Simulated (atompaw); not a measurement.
## What one change does to a pseudopotential (La (Z = 57), PAW (atompaw))

- Element: La
- Generator: atompaw 4.2.0.5
- Type: PAW
- Functional: PBE
- Relativity: scalar-relativistic
- Frozen core: [Kr]
- Valence charge: 21
- Reference configuration: 4d10 4f0 5s2 5p6 5d1 6s0.5 6p0 (charge +1.5)
- Partial waves: 5s (bound): rc 2.40 bohr; 6s (bound): rc 3.00 bohr; 5p (bound): rc 1.95 bohr; 6p (bound, empty): rc 3.00 bohr; 4d (bound): rc 1.25 bohr; 5d (bound): rc 3.00 bohr; 4f (bound, empty): rc 1.10 bohr; 4f channel at 0.75 Ry: rc 1.10 bohr
- Local potential: vpsmatchnc scheme with l = 4 at 1 Ry, radius 2.10 bohr
- Core correction: smooth core density matched at 2.05 bohr
- Augmentation charge: sinc compensation charge, radius 2.55 bohr; PAW radius 3.00 bohr; waves and projectors: custom polynom vanderbiltortho

All-electron outer shells of the reference configuration (PBE, scalar-relativistic, ld1.x):

| shell | level (eV) | outermost node (bohr) | outermost maximum (bohr) |
| --- | --- | --- | --- |
| 4s | -275.64 | 0.34 | 0.61 |
| 4p | -209.17 | 0.34 | 0.63 |
| 4d | -113.02 | 0.32 | 0.68 |
| 5s | -48.02 | 0.77 | 1.41 |
| 5p | -31.46 | 0.83 | 1.58 |
| 4f | -13.45 | – | 0.75 |
| 5d | -11.51 | 0.95 | 2.16 |
| 6s | -10.87 | 1.84 | 3.51 |
| 6p | -7.62 | 2.15 | 4.29 |

Change: wave 4d (bound): rc 1.25 bohr becomes 4d (bound): rc 1.68 bohr.

Cutoffs: the cutoffs (Ry, on a coarse ladder) from which the occupation-weighted sum of valence levels, in a spherical-Bessel basis at the reference potential, stays within 10 and 1 mRy of its value at 400 Ry; they do not see the model core or the augmentation charge, which bear on the density cutoff.

Problem. What does the change do?

Solution. The potential gets softer (110 Ry and 180 Ry → 60 Ry and 100 Ry); both files keep a bound ghost (s).

| quantity | base | changed |
| --- | --- | --- |
| cutoff, loose | 110 Ry | 60 Ry |
| cutoff, tight | 180 Ry | 100 Ry |
| loose cutoff by channel (10 mRy a level) | s 8 Ry, p 10 Ry, d 60 Ry | s 8 Ry, p 10 Ry, d 35 Ry |
| bound ghosts | s | s |
| s: phases at 3.00 bohr within 0.05 rad from the reference energy up to (Ry; the scan ends near 5) | 3.3 | 3.3 |
| p: phases at 3.00 bohr within 0.05 rad from the reference energy up to (Ry; the scan ends near 5) | -0.0 | -0.0 |
| d: phases at 3.00 bohr within 0.05 rad from the reference energy up to (Ry; the scan ends near 5) | 0.6 | 1.2 |
| f: phases at 3.00 bohr within 0.05 rad from the reference energy up to (Ry; the scan ends near 5) | 5.0 | 5.0 |
| lowest overlap eigenvalue by channel | s 0.63, p 0.68, d 0.98, f 0.99 | s 0.63, p 0.68, d 1.00, f 0.99 |

Changed file: The cutoffs count occupied waves only; the empty 4f level needs 100 Ry at the loose tolerance. A true bound ghost makes a file unfit for plane-wave use even where its test errors are small: the radial tests pick states by their node count and pass the ghost by. The cutoffs see the waves, projectors and local potential, not the compensation charge or the core.
